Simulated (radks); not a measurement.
Polarisability of neutral ruthenium, [Kr] 4d7 5s1, at imaginary frequency. Method: non-relativistic Kohn-Sham, LDA (Slater exchange, Perdew-Wang correlation), spin-polarised, spherical densities, point nucleus; open shells are filled with parallel spins first (spin-orbit coupling, left out, can overturn this in heavy ions); relativity is left out, which matters for an element this heavy; computed with a radial shooting solver on a logarithmic mesh with Libxc functionals. Response by self-consistent Sternheimer equations with the Hartree and adiabatic LDA kernel.

w (hartree),alpha1(iw) (bohr^3)
0.00266,63.43
0.0143,62.92
0.0360,60.26
0.0697,53.30
0.118,42.26
0.186,30.58
0.280,21.12
0.413,14.37
0.605,9.658
0.892,6.293
1.35,3.842
2.12,2.085
3.59,0.9345
6.94,0.3177
17.5,0.07145

Static values: alpha1 = 63.45 bohr^3 (9.403 angstrom^3; uncoupled 105.5). C6 = 588.8, triple-dipole C9 = 25210 atomic units. One-pole (London) frequency 4 C6 / (3 alpha1^2) = 0.195 hartree, against 0.166 for minus the highest occupied eigenvalue. The dipole shielding factor is 1.000, as the force sum rule N/Z = 1.000 demands. Recommended static value: 72 bohr^3 (Schwerdtfeger and Nagle, 2023 table).
